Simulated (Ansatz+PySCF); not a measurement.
Two shapes of singlet B₃N₃H₆.

Shape 1:

```xyz
12

B     1.4457    0.0000    0.0000
N     0.7039    1.2192    0.0000
B    -0.7229    1.2520    0.0000
N    -1.4078    0.0000    0.0000
B    -0.7229   -1.2520    0.0000
N     0.7039   -1.2192    0.0000
H     2.6556    0.0000    0.0000
H     1.2096    2.0950    0.0000
H    -1.3278    2.2998    0.0000
H    -2.4191    0.0000    0.0000
H    -1.3278   -2.2998    0.0000
H     1.2096   -2.0950    0.0000
```

Shape 2:

```xyz
12

B     1.5614    0.0000    0.0000
N     0.7602    1.3167    0.0000
B    -0.7807    1.3522    0.0000
N    -1.5204    0.0000    0.0000
B    -0.7807   -1.3522    0.0000
N     0.7602   -1.3167    0.0000
H     2.8681    0.0000    0.0000
H     1.3063    2.2626    0.0000
H    -1.4340    2.4838    0.0000
H    -2.6127    0.0000    0.0000
H    -1.4340   -2.4838    0.0000
H     1.3063   -2.2626    0.0000
```

Basis set: def2-SVP (spherical functions). Correlated methods keep 6 orbitals frozen. Charge 0, multiplicity 1.

Computed with Ansatz (development build ahead of 0.2.0); each method stands on the lowest determinant of its kind that the runs found.

(1) Which shape is lower in energy, and by how much in each method?

Results:

(1)

```csv
method,E(2) − E(1) (eV)
RHF,2.355
UHF,2.355
RHF-MP2,1.970
UHF-MP2,1.970
```

Shape 1 is lower.
